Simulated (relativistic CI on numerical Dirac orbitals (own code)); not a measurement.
**Ligand-field terms of d3**

Computed with a parametric ligand-field model of a d^n configuration (Racah B and C, spin-orbit zeta, crystal field), exact diagonalisation.

Field parameters in Wybourne normalisation: Oh B⁴₀ = 21Dq, B⁴₄ = √(5/14) B⁴₀. The field is a parameter set, without covalency.

**Question.** Ground term and bands for B = 660, C = 3210, ζ = 0 cm⁻¹, Oh, 10Dq = 25100 cm⁻¹?

**Answer.** Ground term 4A2 with 0.00 electrons in the two orbitals of the cubic e set. Spin-allowed: 4T2 25100 cm⁻¹ (398 nm), 4T1 32234 cm⁻¹ (310 nm), 4T1 52966 cm⁻¹ (189 nm). Lowest spin-forbidden: 2E 14718 cm⁻¹ (679 nm), 2T1 15225 cm⁻¹ (657 nm), 2T2 22911 cm⁻¹ (436 nm). With an A2 ground term the first spin-allowed band lies at |10Dq| itself.

**Question.** Ground term and bands for B = 950, C = 3680, ζ = 0 cm⁻¹, Oh, 10Dq = 33750 cm⁻¹?

**Answer.** Ground term 4A2 with 0.00 electrons in the two orbitals of the cubic e set. Spin-allowed: 4T2 33750 cm⁻¹ (296 nm), 4T1 43921 cm⁻¹ (228 nm), 4T1 71579 cm⁻¹ (140 nm). Lowest spin-forbidden: 2E 18280 cm⁻¹ (547 nm), 2T1 19064 cm⁻¹ (525 nm), 2T2 28637 cm⁻¹ (349 nm). With an A2 ground term the first spin-allowed band lies at |10Dq| itself.

**Question.** Ground term and bands for B = 1040, C = 5330, ζ = 0 cm⁻¹, Oh, 10Dq = 24350 cm⁻¹?

**Answer.** Ground term 4A2 with 0.00 electrons in the two orbitals of the cubic e set. Spin-allowed: 4T2 24350 cm⁻¹ (411 nm), 4T1 34572 cm⁻¹ (289 nm), 4T1 54078 cm⁻¹ (185 nm). Lowest spin-forbidden: 2E 23649 cm⁻¹ (423 nm), 2T1 24547 cm⁻¹ (407 nm), 2T2 35062 cm⁻¹ (285 nm). With an A2 ground term the first spin-allowed band lies at |10Dq| itself.

**Question.** Ground term and bands for B = 390, C = 1380, ζ = 0 cm⁻¹, Oh, 10Dq = 31350 cm⁻¹?

**Answer.** Ground term 4A2 with 0.00 electrons in the two orbitals of the cubic e set. Spin-allowed: 4T2 31350 cm⁻¹ (319 nm), 4T1 35835 cm⁻¹ (279 nm), 4T1 64065 cm⁻¹ (156 nm). Lowest spin-forbidden: 2E 7329 cm⁻¹ (1364 nm), 2T1 7544 cm⁻¹ (1326 nm), 2T2 11987 cm⁻¹ (834 nm). With an A2 ground term the first spin-allowed band lies at |10Dq| itself.

**Question.** A d3 ion in Oh symmetry has the ground term 4A2 and bands at 4T2 7550 cm⁻¹ (1325 nm), 4T1 12739 cm⁻¹ (785 nm), 2E 19643 cm⁻¹ (509 nm), 2T1 20446 cm⁻¹ (489 nm), 4T1 24311 cm⁻¹ (411 nm), 2A1 24770 cm⁻¹ (404 nm). Which parameters reproduce them?

**Answer.** B = 960, C = 4460, ζ = 0 cm⁻¹, Oh, 10Dq = 7550 cm⁻¹.
